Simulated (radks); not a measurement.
These are the eigenvalues of the occupied orbitals of an atom or ion with whole-number occupations (eV). All-electron calculation, scalar-relativistic Kohn-Sham, PBE, spin-polarised, spherical densities, finite nucleus; Fermi nuclear charge, rms radius of each element as measured or else 0.836 A^(1/3) + 0.57 fm. Program: a radial shooting solver on a logarithmic mesh with Libxc functionals.

| orbital | eigenvalue |
|---|---|
| 1s | -88115.96 |
| 2s | -15796.05 |
| 2p | -13561.16 |
| 3s | -3823.539 |
| 3p | -3182.312 |
| 3d | -2526.674 |
| 4s | -897.7125 |
| 4p | -687.4511 |
| 4d | -443.5872 |
| 5s | -185.3273 |
| 4f | -174.3629 |
| 5p | -127.0624 |
| 5d | -61.6704 |

Which element is it, and in what charge state? The configuration may be excited. Open shells, if any, are filled with parallel spins first.

Answer. Z = 82, lead, charge +4: Pb4+ in [Xe] 4f14 5d10. The list shows which subshells hold electrons but not how many an open one holds; the 1s level, -3238.2 hartree, gives Z - s = 80.5 by -(Z - s)^2/2, which with screening and relativity narrows Z to a few neighbours, and the depths of the outer levels then fix element, charge and occupations together.
